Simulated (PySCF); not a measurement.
## Relaxation of doublet H4RhS

Level of theory: UPBE0 in PySCF with Rh def2-TZVP with ECP28, S def2-TZVP, H def2-TZVP; scalar-relativistic core potentials, no spin–orbit coupling; density-fitted integrals. A (50,194) grid was used.

A hand-made square pyramidal (ligand arrangement 1) start, of Cs symmetry, held to at least that symmetry:

```xyz
6
charge 0 multiplicity 2, angstrom
Rh    0.0000    0.4481    0.0933
S     0.0000   -1.5473   -0.3308
H     0.0000    0.4481    1.6633
H     1.5357    0.4481   -0.2331
H     0.0000    1.9838   -0.2331
H    -1.5357    0.4481   -0.2331
```

Optimiser trace:
```json
{"step": "0", "E − E(last) (kJ/mol)": "224.58", "largest gradient (Eh/bohr)": "0.04606"}
{"step": "1", "E − E(last) (kJ/mol)": "188.56", "largest gradient (Eh/bohr)": "0.03708"}
{"step": "2", "E − E(last) (kJ/mol)": "145.17", "largest gradient (Eh/bohr)": "0.05208"}
{"step": "3", "E − E(last) (kJ/mol)": "127.92", "largest gradient (Eh/bohr)": "0.04938"}
{"step": "4", "E − E(last) (kJ/mol)": "56.18", "largest gradient (Eh/bohr)": "0.02627"}
{"step": "5", "E − E(last) (kJ/mol)": "19.01", "largest gradient (Eh/bohr)": "0.01563"}
{"step": "6", "E − E(last) (kJ/mol)": "5.38", "largest gradient (Eh/bohr)": "0.00729"}
{"step": "7", "E − E(last) (kJ/mol)": "2.48", "largest gradient (Eh/bohr)": "0.01023"}
{"step": "8", "E − E(last) (kJ/mol)": "1.06", "largest gradient (Eh/bohr)": "0.00642"}
{"step": "9", "E − E(last) (kJ/mol)": "0.16", "largest gradient (Eh/bohr)": "0.00334"}
{"step": "10", "E − E(last) (kJ/mol)": "0.02", "largest gradient (Eh/bohr)": "0.00133"}
{"step": "11", "E − E(last) (kJ/mol)": "0.00", "largest gradient (Eh/bohr)": "0.00054"}
{"step": "12", "E − E(last) (kJ/mol)": "0.00", "largest gradient (Eh/bohr)": "0.00015"}
```

It ends at Cs with Rh–H 1.507 Å, Rh–H 1.575 Å (×2), Rh–H 1.619 Å, Rh–S 2.154 Å; H–Rh–H 44.5° (×2), H–Rh–H 88.0° (×2), H–Rh–H 88.7°, H–Rh–H 91.4°, H–Rh–S 85.7°, H–Rh–S 135.2° (×2), H–Rh–S 177.1° (after a last refinement on a finer grid). A frequency run shows 1 imaginary mode, down to 960i cm⁻¹, so it is a saddle point. Other isomers or separated fragments may lie lower.

Final geometry:
Coordinates in bohr (charge 0 multiplicity 2):
```
Rh    0.0000    0.8822   -0.0986
S     0.0000   -3.1748    0.2371
H     0.0000    0.9020    2.7490
H     2.0810    3.0080   -0.0092
H     0.0000    3.9410   -0.1965
H    -2.0810    3.0080   -0.0092
```

With open d or f shells other occupations or spin states may lie lower.

The relaxation took 54 s on 4 threads of a shared Arm Neoverse N1 host, with 101 basis functions and 13 gradients. Launch command: `OMP_NUM_THREADS=4 python axn.py task.json out`.
